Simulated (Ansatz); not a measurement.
Ansatz (an electronic-structure program) input (CCSD(T)/def2-SVPD):

Ansatz 0.2 input:
```yaml
crystal:
  periodic: [false, false, false]
  atoms:
    - {symbol: Sr, position_ang: [-0.11955528, -0.42421036, -0.45772229]}
    - {symbol: F, position_ang: [0.12207594, 1.64112377, 0.30935921]}
    - {symbol: F, position_ang: [0.38271300, 0.14998662, 1.62324603]}
basis:
  gaussian:
    orbitals: def2-SVPD
total_charge: 1
magnetization: {spin_polarized: true, initial_magnetization: 1}
correlation: {method: ccsd_t, electrons: outside_noble_gas}
```

End of the output:

```
mean field evaluation 64: about -6227.5613 eV, gradient 1.9e0 eV
mean field evaluation 96: about -6227.7545 eV, gradient 4.4e-1 eV
mean field evaluation 128: about -6226.0115 eV, gradient 2.0e-2 eV
mean field evaluation 160: about -6222.2424 eV, gradient 9.5e-4 eV
mean field evaluation 192: about -6224.4224 eV, gradient 1.5e0 eV
mean field evaluation 224: about -6220.7308 eV, gradient 1.5e0 eV
mean field evaluation 256: about -6220.6740 eV, gradient 8.0e-1 eV
mean field evaluation 288: about -6226.0114 eV, gradient 9.4e-2 eV
mean field evaluation 320: about -6225.2314 eV, gradient 4.7e-4 eV
mean field evaluation 352: about -6227.6936 eV, gradient 5.0e-2 eV
mean field evaluation 384: about -6222.4468 eV, gradient 1.9e-1 eV
mean field evaluation 416: about -6220.4614 eV, gradient 3.5e0 eV
mean field -6227.76426646 eV, -228.8661154622 hartree, gradient 2.6e-6 eV, S^2 0.769593; 12 other end points of the search recorded, 0 dependent functions left out
determinant -6227.76426646 eV, -228.8661154622 hartree, with singles and doubles -6238.85014004 eV, -229.2735138021 hartree
determinant -6227.69376619 eV, -228.8635246250 hartree, with singles and doubles -6238.95490176 eV, -229.2773637241 hartree
determinant -6226.01149540 eV, -228.8017023139 hartree, with singles and doubles -6237.33551012 eV, -229.2178521792 hartree
determinant -6225.23143117 eV, -228.7730354822 hartree, with singles and doubles -6236.69776088 eV, -229.1944153268 hartree
determinant -6224.65975132 eV, -228.7520266350 hartree, with singles and doubles -6236.20933576 eV, -229.1764660345 hartree
determinant -6224.44012113 eV, -228.7439553743 hartree, with singles and doubles -6236.11172598 eV, -229.1728789414 hartree
determinant -6227.76426646 eV, -228.8661154622 hartree, with singles and doubles -6238.90201697 eV, -229.2754202439 hartree
determinant -6227.69376619 eV, -228.8635246250 hartree, with singles and doubles -6238.97573437 eV, -229.2781293084 hartree
determinant -6227.76426646 eV, -228.8661154622 hartree, with singles and doubles -6238.93711176 eV, -229.2767099538 hartree
determinant -6227.69376619 eV, -228.8635246250 hartree, with singles and doubles -6238.97739752 eV, -229.2781904281 hartree
6 core orbitals not correlated, not the lowest: weight in the atoms' cores, before any rotation towards them, 0.926 or more for the frozen orbitals, at most 0.063 for the correlated occupied ones
reference -6227.69376619 eV, -228.8635246250 hartree; 8, 7 occupied and 58, 59 virtual orbitals, 702 factors
second order -11.01513951 eV of doubles, -0.00000000 eV of singles
coupled cluster: 0.28 GiB planned
coupled cluster: 0.34 GiB planned
cycle   1  -10.86168688 eV  change   -4.2e-1 eV  update   8.1e-2
cycle   2  -11.18774225 eV  change   -3.3e-1 eV  update   3.0e-2
cycle   3  -11.29170638 eV  change   -1.0e-1 eV  update   1.7e-2
cycle   4  -11.28374748 eV  change    8.0e-3 eV  update   4.4e-3
cycle   5  -11.28196821 eV  change    1.8e-3 eV  update   1.8e-3
cycle   6  -11.28333968 eV  change   -1.4e-3 eV  update   7.1e-4
cycle   7  -11.28356339 eV  change   -2.2e-4 eV  update   3.3e-4
cycle   8  -11.28360941 eV  change   -4.6e-5 eV  update   2.2e-4
cycle   9  -11.28364173 eV  change   -3.2e-5 eV  update   1.6e-4
cycle  10  -11.28358923 eV  change    5.3e-5 eV  update   1.2e-4
cycle  11  -11.28363034 eV  change   -4.1e-5 eV  update   6.7e-5
cycle  12  -11.28361962 eV  change    1.1e-5 eV  update   3.0e-5
cycle  13  -11.28363554 eV  change   -1.6e-5 eV  update   1.1e-5
cycle  14  -11.28362915 eV  change    6.4e-6 eV  update   4.5e-6
perturbative correction -0.25788969 eV, -0.0094772714 hartree
WARN: these amplitudes may be one of several solutions (largest doubles amplitude 0.03, level shift 3.07 eV)
Total energy: -6239.23528503 eV, -229.2876676194 hartree
```

The program attaches cautions to this result: other roots.
